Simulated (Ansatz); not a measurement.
Cost and result for the atomization energy of C₃H₈BF, SMILES `CCBCF` (13 atoms, 12 bonds).

Cartesian coordinates in Å:
```
C -0.173 -1.267 -1.540
C -0.379 -0.639 -0.169
B 0.494 0.586 0.206
C 0.226 1.450 1.473
F -0.871 1.060 2.233
H -0.782 -2.164 -1.677
H 0.872 -1.549 -1.693
H -0.437 -0.568 -2.338
H -0.157 -1.371 0.627
H -1.435 -0.402 0.016
H 1.450 0.915 -0.447
H 0.081 2.501 1.181
H 1.110 1.449 2.128
```

Total charge 0; spin multiplicity 1. The geometry is a stationary point of PBE0-D4/def2-TZVP. It is one conformer, not always the lowest. Program: Ansatz. All runs use 4 threads of an Arm Neoverse V2 on a shared host. Times are those of one run each, without the atoms' runs, and a repeat can differ threefold. Electronic energies, without spin–orbit coupling; frozen cores. CCSD(T)/CBS adds CCSD(T) − MP2 in def2-TZVPP to the MP2 limit, and its time is that of the two runs behind it. T1 = 0.010. B3LYP takes the VWN-RPA correlation (the form of Gaussian; ORCA's B3LYP/G). HSE06 is the plane-wave form, built on full-range PBE exchange.

CCSD(T)/CBS is a level of theory with its own doubt, some kJ/mol a heavy atom from the limit and from the frozen cores, so smaller differences don't rank the functionals.

```csv
level,functions,wall time,atomization (kcal/mol),difference from CCSD(T)/CBS,per bond
LDA (SPW92)/def2-TZVPP,267,1.3 s,1356.3,166.4,13.9
BLYP-D4/def2-TZVPP,267,2.3 s,1190.3,0.4,0.0
PBE-D4/def2-TZVPP (with forces),267,2.6 s,1216.3,26.4,2.2
BHLYP-D4/def2-TZVPP,267,3.1 s,1168.5,-21.4,-1.8
HSE06-D4/def2-TZVPP,267,3.1 s,1201.5,11.6,1.0
CAM-B3LYP-D4/def2-TZVPP,267,3.3 s,1202.2,12.3,1.0
B3LYP-D4/def2-TZVPP (with forces),267,4.7 s,1196.0,6.1,0.5
r2SCANh-D4/def2-TZVPP,267,5.5 s,1193.3,3.4,0.3
ωB97X-V/def2-TZVPP,267,7 s,1195.2,5.3,0.4
CCSD(T)/def2-SVP,110,7.5 s,1144.3,-45.6,-3.8
MP2/def2-QZVPP,525,29 s,1194.5,4.6,0.4
CCSD(T)/def2-TZVPP,267,3.6 min,1165.1,-24.8,-2.1
CCSD(T)/CBS(def2),–,4.1 min,1189.9,0.0,0.0
```

Leaving LDA and LC-ωPBE aside and taking each functional with its dispersion term where it has one, the values spread over 47.8 kcal/mol, from BHLYP-D4 to PBE-D4. LDA lies +144.6 kcal/mol from PBE without D4, its usual overbinding. From BLYP to BHLYP (50 % exact exchange), in def2-TZVPP and without D4, the atomization energy moves by −16.5 kcal/mol: exact exchange takes away binding that semilocal exchange gives to molecules. At CCSD(T), def2-SVP lies −45.6 kcal/mol from the extrapolated value and def2-TZVPP −24.8 kcal/mol: correlation converges slowly with the basis, and small sets miss more of it in the bonded molecule than in its fragments.
